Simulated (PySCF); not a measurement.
**Ionisation energy of Ne²⁺ by level of theory**

Ne²⁺ [He] 2s2 2p4 (3P) → Ne³⁺ [He] 2s2 2p3 (4S), as a difference of total energies. All numbers are calculated (PySCF 2.14, scalar relativity by spin-free X2C-1e, in x2c-TZVPPall (5s3p2d1f, 31 functions)). Correlated levels: valence: 1s2 frozen; valence and next inner shell: nothing frozen. The calculations carry no spin-orbit coupling.

```
                                method  ionisation energy (eV)
                                   UHF                  61.847
                                   LDA                  63.622
                                   PBE                  63.874
                                  PBE0                  63.733
                                r2SCAN                  63.616
                                revPBE                  63.793
                               r2SCAN0                  63.524
                                PBEsol                  63.499
                                M06-2X                  63.410
                                  ROHF                  61.802
                         MP2 (valence)                  63.001
                     SCS-MP2 (valence)                  63.091
    MP2 (valence and next inner shell)                  63.013
SCS-MP2 (valence and next inner shell)                  63.094
```

A first-order spin-orbit estimate (lowest level to lowest level, LS coupling) adds 0.038 eV.

Errors of the correlated levels include the incompleteness of this basis and the frozen core.

**Question.** Which method comes closest to the reference value, and which is furthest?

**Answer.** The reference is 63.423 eV (measured; NIST Atomic Spectra Database, ionization energies). Closest: M06-2X (error 0.025 eV); furthest: ROHF (error -1.583 eV), both after the spin-orbit estimate.
